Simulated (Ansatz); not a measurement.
Relaxation of C5H11B (17 atoms, charge 0, multiplicity 1), to a largest force component of 0.015 eV/Å in at most 40 steps.

These are results of RKS B3LYP/STO-3G in Ansatz 0.2.0, not measurements.

```xyz
17
Properties=species:S:1:pos:R:3
C -1.283 -0.195 -2.634
B -0.240 -0.319 -1.511
C 0.297 -1.731 -1.076
C 1.245 -1.866 -0.017
C 1.847 -0.729 0.665
C 1.657 -3.318 0.253
H -0.922 -0.571 -3.594
H -1.521 0.943 -2.796
H -2.253 -0.671 -2.309
H 0.159 0.667 -0.999
H -0.083 -2.609 -1.559
H 1.070 -0.186 1.231
H 2.554 -1.121 1.392
H 2.375 -0.101 -0.046
H 0.805 -3.898 0.576
H 2.093 -3.816 -0.629
H 2.414 -3.340 1.075
```

Task: Where does it end, and by what steps?

Result: It converged. The force dipped under the threshold on the way, but the program's further checks kept it going. Limits of this set-up: minimal basis. After 39 steps the energy has fallen by 0.812 eV; H12 moved furthest, 1.13 Å.

```csv
step,energy less start (eV),largest force component (eV/Å),accepted
0,0.0000,5.343,yes
2,-0.6475,0.521,yes
4,-0.6734,0.089,yes
6,-0.6899,0.410,yes
8,-0.7364,0.261,yes
10,-0.7283,1.889,no
12,-0.7825,0.147,yes
14,-0.7894,0.038,yes
16,-0.7903,0.323,no
18,-0.7947,0.031,yes
20,-0.7967,0.213,yes
22,-0.8014,0.144,yes
24,-0.8063,0.290,no
26,-0.8083,0.016,yes
28,-0.8086,0.119,no
30,-0.8105,0.102,yes
32,-0.8114,0.026,yes
34,-0.8117,0.057,yes
36,-0.8119,0.011,yes
38,-0.8120,0.020,yes
39,-0.8120,0.014,yes
```

```xyz
17
Properties=species:S:1:pos:R:3
C -1.354 -0.174 -2.668
B -0.259 -0.299 -1.537
C 0.273 -1.660 -1.068
C 1.213 -1.883 -0.101
C 1.920 -0.782 0.707
C 1.658 -3.310 0.273
H -1.688 -1.135 -3.083
H -0.974 0.445 -3.498
H -2.239 0.359 -2.281
H 0.145 0.695 -1.058
H -0.129 -2.570 -1.541
H 1.727 -0.924 1.784
H 3.011 -0.848 0.557
H 1.579 0.219 0.413
H 1.125 -4.062 -0.326
H 2.743 -3.427 0.109
H 1.464 -3.503 1.342
```

Time of the run: 50 s on 1 thread of AMD EPYC 9R45 96-Core Processor (Zen 5), with other jobs on the host, peak memory 0.14 GiB.
